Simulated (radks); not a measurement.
The numbers below are computed, except where a source is named.
Q: Ca IV, configuration [Ne] 3s2 3p5. Level of theory: non-relativistic Kohn-Sham, LDA (Slater exchange, Perdew-Wang correlation), spin-polarised, spherical densities, point nucleus; open shells are filled with parallel spins first (a radial shooting solver on a logarithmic mesh with Libxc functionals). Some entries of the table are withheld. Estimate them.

orbital,occ.,eigenvalue (Ry),<r> (bohr),<r^2> (bohr^2)
1s up,1,-290.5738,0.07754,0.008073
1s down,1,-290.5484,0.07754,0.008072
2s up,1,-32.72169,0.3677,0.1601
2s down,1,-32.69595,0.3676,0.1600
2p up,3,-27.21164,0.3288,0.1338
2p down,3,-27.17982,0.3288,0.1337
3s up,1,(1),1.129,1.464
3s down,1,(2),1.132,1.474
3p up,3,-4.43019,1.204,1.691
3p down,2,-4.33877,1.210,1.711

A: 
(1) 3s up eigenvalue (Ry): -5.82534
(2) 3s down eigenvalue (Ry): -5.72944
